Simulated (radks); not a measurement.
Question: Neutral bismuth, [Hg] 6p3. Calculated with a radial shooting solver on a logarithmic mesh with Libxc functionals: non-relativistic Kohn-Sham, PBE, spin-polarised, spherical densities, point nucleus. Every spin shell is full or empty, so the densities are truly spherical. Functionals are evaluated on that one density, not self-consistently. Rank these exchange functionals by their error against the exact value of the orbitals, and give that value: LDA, B88, PBE, PBEsol, revPBE, OPTX, AM05, SOGGA, G96, EV93, revTPSS, r2SCAN, TASK.

Answer: Exact: -366.134 hartree. From best to worst, with 100 (|E| - |E exact|)/|E exact| (equal figures are ties): B88 +0.04, r2SCAN -0.20, revPBE -0.28, PBE -0.36, G96 +0.45, EV93 -0.54, revTPSS -0.92, PBEsol -1.79, SOGGA -1.80, TASK -1.80, OPTX +1.92, AM05 -3.57, LDA -3.76.
